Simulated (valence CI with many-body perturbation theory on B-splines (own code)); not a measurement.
# Eu XXIV: M1 decay

Method: relativistic CI+MBPT: four valence electrons over a frozen Dirac-Fock core [Kr], a basis of 7 s, 7 p, 8 d, 6 f, 4 g, 1 h functions for each j, with the one-electron correlation potential Σ1 (screened to all orders), the two-electron term Σ2, the three-electron term Σ3, Breit, model QED; selected single and double excitations, second order for the rest, scaled by the run's own slope (own B-spline code, finite nucleus).

No measured levels were compared; by estimate terms of the open shell hold to 2 to 4 % of their energy, and close levels can change places. The list stops below the first excitations out of the core.

Lines 51 to 100 of 120 in falling wavelength, among levels below 91.149 eV, chosen from the decays that carry over 1 % of a level's rate. Wavelengths and rates use the calculated energies, so an error of 3000 cm⁻¹ moves a line at 1675 Å by 5 % and its rate by three times that or more. S is in atomic units (e²a₀⁴ for E2 and M2, e²a₀⁶ for E3), for M1 in squared Bohr magnetons. Weak lines are less certain than strong ones. Lines between different terms over intervals too small for the method are left out, as are lines whose strength nearly cancels. The highest levels of a list are the least certain.

Levels are named by their leading jj configuration (3d3/2^4 stands for four electrons in 3d with j = 3/2), which in mixed levels can hold well under half, so a name can repeat and another be missing. Letters in brackets count levels of one name in rising energy.

```csv
λ vac (Å),Upper,Lower,Type,A (s⁻¹),S (a.u.)
1675,(4d3/2^2 4d5/2^2) J=0 [b],(4d3/2 4d5/2^3) J=1 [a],M1,6.23e+02,1.09e-01
1665,(4d3/2 4d5/2^3) J=5,(4d3/2^2 4d5/2^2) J=5,M1,1.01e+03,1.89e+00
1652,(4d3/2^2 4d5/2^2) J=0 [a],(4d3/2^3 4d5/2) J=1,M1,8.21e+03,1.37e+00
1556,(4d3/2 4d5/2^3) J=6,(4d3/2^2 4d5/2^2) J=5,M1,1.74e+03,3.17e+00
1538,(4d3/2^2 4d5/2^2) J=1,(4d3/2^3 4d5/2) J=2,M1,3.80e+03,1.54e+00
1538,(4d3/2^2 4d5/2^2) J=4 [c],(4d3/2^2 4d5/2^2) J=5,M1,1.55e+02,1.88e-01
1519,(4d3/2 4d5/2^3) J=2 [a],(4d3/2^2 4d5/2^2) J=3 [b],M1,1.21e+03,7.85e-01
1515,(4d3/2 4d5/2^3) J=3 [b],(4d3/2^2 4d5/2^2) J=3 [b],M1,1.69e+03,1.53e+00
1512,(4d3/2 4d5/2^3) J=2 [a],(4d3/2^2 4d5/2^2) J=2 [b],M1,6.23e+02,3.99e-01
1508,(4d3/2 4d5/2^3) J=3 [b],(4d3/2^2 4d5/2^2) J=2 [b],M1,9.00e+02,8.01e-01
1503,(4d3/2^2 4d5/2^2) J=4 [b],(4d3/2^3 4d5/2) J=3,M1,3.01e+02,3.42e-01
1468,(4d3/2^2 4d5/2^2) J=2 [d],(4d3/2^2 4d5/2^2) J=1,M1,1.24e+02,7.28e-02
1461,(4d3/2^2 4d5/2^2) J=4 [b],(4d3/2^3 4d5/2) J=4,M1,2.83e+01,2.95e-02
1453,(4d3/2 4d5/2^3) J=3 [b],(4d3/2^2 4d5/2^2) J=4 [b],M1,6.55e+02,5.21e-01
1450,(4d3/2 4d5/2^3) J=4 [b],(4d3/2 4d5/2^3) J=3 [a],M1,9.55e+02,9.73e-01
1448,(4d3/2^2 4d5/2^2) J=2 [b],(4d3/2^3 4d5/2) J=3,M1,1.66e+01,9.34e-03
1448,(4d3/2 4d5/2^3) J=3 [c],(4d3/2^2 4d5/2^2) J=2 [c],M1,9.60e+02,7.56e-01
1442,(4d3/2^2 4d5/2^2) J=3 [b],(4d3/2^3 4d5/2) J=3,M1,1.46e+02,1.13e-01
1428,(4d3/2 4d5/2^3) J=1 [a],(4d3/2^2 4d5/2^2) J=2 [a],M1,2.90e+03,9.39e-01
1426,(4d3/2 4d5/2^3) J=1 [b],(4d3/2^2 4d5/2^2) J=2 [c],M1,1.43e+03,4.60e-01
1402,(4d3/2^2 4d5/2^2) J=3 [b],(4d3/2^3 4d5/2) J=4,M1,1.74e+03,1.25e+00
1377,(4d3/2^2 4d5/2^2) J=2 [a],(4d3/2^3 4d5/2) J=1,M1,3.13e+03,1.52e+00
1344,(4d3/2^2 4d5/2^2) J=4 [c],(4d3/2^2 4d5/2^2) J=3 [a],M1,1.11e+03,8.96e-01
1332,(4d3/2 4d5/2^3) J=0,(4d3/2^2 4d5/2^2) J=1,M1,5.34e+03,4.68e-01
1309,(4d3/2 4d5/2^3) J=5,(4d3/2^2 4d5/2^2) J=4 [a],M1,4.22e+02,3.85e-01
1302,(4d3/2 4d5/2^3) J=3 [c],(4d3/2 4d5/2^3) J=4 [a],M1,6.94e+02,3.98e-01
1256,(4d3/2^2 4d5/2^2) J=2 [b],(4d3/2^3 4d5/2) J=2,M1,2.37e+02,8.70e-02
1251,(4d3/2^2 4d5/2^2) J=3 [b],(4d3/2^3 4d5/2) J=2,M1,1.23e+02,6.26e-02
1238,(4d3/2 4d5/2^3) J=2 [a],(4d3/2^2 4d5/2^2) J=1,M1,1.34e+03,4.72e-01
1236,(4d3/2 4d5/2^3) J=4 [b],(4d3/2 4d5/2^3) J=4 [a],M1,4.42e+03,2.79e+00
1229,(4d3/2^2 4d5/2^2) J=4 [c],(4d3/2^2 4d5/2^2) J=4 [a],M1,1.53e+03,9.46e-01
1227,(4d3/2^2 4d5/2^2) J=2 [d],(4d3/2^2 4d5/2^2) J=2 [a],M1,5.00e+01,1.71e-02
1220,(4d3/2^2 4d5/2^2) J=2 [d],(4d3/2^2 4d5/2^2) J=3 [a],M1,1.21e+02,4.08e-02
1217,(4d3/2 4d5/2^3) J=1 [a],(4d3/2^2 4d5/2^2) J=0 [a],M1,3.81e+03,7.65e-01
1138,(4d3/2 4d5/2^3) J=4 [a],(4d3/2^3 4d5/2) J=3,M1,1.00e+03,4.92e-01
1060,(4d3/2 4d5/2^3) J=3 [b],(4d3/2^2 4d5/2^2) J=2 [a],M1,8.87e+01,2.74e-02
1057,(4d3/2 4d5/2^3) J=2 [a],(4d3/2^2 4d5/2^2) J=3 [a],M1,2.16e+03,4.73e-01
1055,(4d3/2 4d5/2^3) J=3 [b],(4d3/2^2 4d5/2^2) J=3 [a],M1,6.83e+02,2.08e-01
1046,(4d3/2^2 4d5/2^2) J=2 [c],(4d3/2^3 4d5/2) J=3,M1,4.90e+03,1.04e+00
1035,(4d3/2 4d5/2^3) J=1 [b],(4d3/2^2 4d5/2^2) J=2 [b],M1,1.81e+02,2.23e-02
1019,(4d3/2 4d5/2^3) J=3 [c],(4d3/2^2 4d5/2^2) J=4 [b],M1,1.35e+02,3.71e-02
1006,(4d3/2 4d5/2^3) J=4 [b],(4d3/2^2 4d5/2^2) J=3 [b],M1,8.72e+02,2.96e-01
1002,(4d3/2 4d5/2^3) J=3 [a],(4d3/2^3 4d5/2) J=3,M1,4.38e+02,1.14e-01
993.8,(4d3/2^2 4d5/2^2) J=2 [b],(4d3/2^3 4d5/2) J=1,M1,3.11e+02,5.65e-02
983.1,(4d3/2 4d5/2^3) J=3 [b],(4d3/2^2 4d5/2^2) J=4 [a],M1,8.38e+02,2.07e-01
941.9,(4d3/2^2 4d5/2^2) J=2 [c],(4d3/2^3 4d5/2) J=2,M1,6.96e+02,1.08e-01
905.9,(4d3/2 4d5/2^3) J=3 [a],(4d3/2^3 4d5/2) J=2,M1,9.61e+02,1.85e-01
898.7,(4d3/2 4d5/2^3) J=1 [b],(4d3/2^2 4d5/2^2) J=1,M1,7.26e+02,5.86e-02
892.8,(4d3/2 4d5/2^3) J=5,(4d3/2^3 4d5/2) J=4,M1,5.94e+01,1.72e-02
869.6,(4d3/2^2 4d5/2^2) J=4 [c],(4d3/2^3 4d5/2) J=3,M1,2.77e+02,6.07e-02
```
